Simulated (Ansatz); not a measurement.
Molecule: ZrO2 (charge 0, singlet). SMILES: [O]=[Zr]=[O]
Structure (B3LYP-D3(BJ)/def2-TZVP (Ansatz, a quantum-chemistry and plane-wave program) minimum search):
```
Zr
O 1 1.7761
O 1 1.7761 2 108.18
```

Quantity: atomisation energy, in kcal/mol. Conventions: no dispersion term unless named; open shells spin-unrestricted; def2 sets with scalar-relativistic core potentials past Kr; spin-orbit terms left out; LANL2DZ with its own core potentials from Na on; six Cartesian d functions in 6-31G* and its kin unless marked 5d; atomisation electronic, to ground-state atoms; frozen cores in correlated levels (noble-gas shells and the d and f shells of earlier blocks). Ab initio and DFT rows: single points at B3LYP-D3(BJ) geometries (Ansatz).

| level | program | atomisation energy (kcal/mol) |
|---|---|---|
| HF/LANL2DZ | Ansatz | 115.8 |
| HF/6-31G* with LANL2DZ past Ar | Ansatz | 139.9 |
| SVWN5/6-31G* with LANL2DZ past Ar | Ansatz | 406.4 |
| PBE/def2-SVP | Ansatz | 365.3 |
| BLYP/6-31G* with LANL2DZ past Ar | Ansatz | 344.2 |
| B3LYP/LANL2DZ | Ansatz | 303.6 |
| B3LYP/def2-SVP | Ansatz | 328.9 |
| B3LYP/6-31G* with LANL2DZ past Ar | Ansatz | 319.0 |
| PBE0/6-31G* with LANL2DZ past Ar | Ansatz | 317.2 |
| MP2/LANL2DZ | Ansatz | 303.7 |
| MP2/6-31G* with LANL2DZ past Ar | Ansatz | 331.6 |
| wB97X-V/def2-TZVPD | Ansatz | 329.7 |

No value to compare with is used here. The 11 habitual levels span 115.8 (HF/LANL2DZ) to 406.4 kcal/mol (SVWN5/6-31G* with LANL2DZ past Ar); wB97X-V/def2-TZVPD gives 329.7.

The levels are drawn from those run, B3LYP/6-31G* more often than the rest, none by its result; runs whose electronic state is in doubt are left out.
